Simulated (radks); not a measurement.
Coulomb parameter of the 4d shell of the technetium ion Tc+ in the model configuration [Kr] 4d3.5 5s1 5p1.5, as a second difference U = [E(n + 0.5) + E(n - 0.5) - 2 E(n)] / (0.5)^2 with all orbitals relaxed. "Bare": the charge of the atom changes with n. "Screened": the 5p shell takes up the change at fixed total charge, which measures U(4d,4d) + U(5p,5p) - 2 U(4d,5p). All-electron calculation, scalar-relativistic Kohn-Sham, r2SCAN, spin-unpolarised, spherical densities, finite nucleus; meta-GGA in the generalised Kohn-Sham scheme; Fermi nuclear charge, rms radius 4.4112 fm. Program: a radial shooting solver on a logarithmic mesh with Libxc functionals.

| case | configuration | E - E(n) (eV) |
|---|---|---|
| start | [Kr] 4d3.5 5s1 5p1.5 | 0.000 |
| bare +0.5 | [Kr] 4d4 5s1 5p1.5 | -8.746 |
| bare -0.5 | [Kr] 4d3 5s1 5p1.5 | 11.556 |
| screened +0.5 | [Kr] 4d4 5s1 5p1 | -5.299 |
| screened -0.5 | [Kr] 4d3 5s1 5p2 | 5.955 |

U(bare) = 11.239 eV, U(screened by 5p) = 2.625 eV, against the Slater integral F0(4d,4d) = 15.990 eV with frozen orbitals.
